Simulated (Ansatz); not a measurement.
Basis-set extrapolation for BFH$_{4}$O$_{2}$Si, SMILES `B[Si](O)(O)F` (PBE0-D4/def2-TZVP geometry, frozen core, Ansatz). Multiplicity 1, RHF reference.

```tsv
	def2-TZVPP	def2-QZVPP
HF	-565.402065	-565.425104
MP2 correlation	-0.938905	-1.019352
CCSD(T) correlation	-0.996327	not run
```

Energies in hartree. Use E(X) = E(∞) + A·exp(−7.88·√X) for Hartree–Fock and E(X) = E(∞) + B·X^(−2.97) for correlation, with X = 3 and 4, and add CCSD(T) minus MP2 of the smaller set to the MP2 limit.

**Question.** What is the CCSD(T) energy at the basis-set limit?

**Answer.** HF limit: -565.425104 + (-0.023039) × 0.13774 = -565.42828. MP2 limit: -1.019352 + (-0.080447) × 0.74074 = -1.07894. Higher-order term: -0.996327 − (-0.938905) = -0.05742. Total: -566.56464 hartree, 436.5 kJ/mol below CCSD(T)/def2-TZVPP.
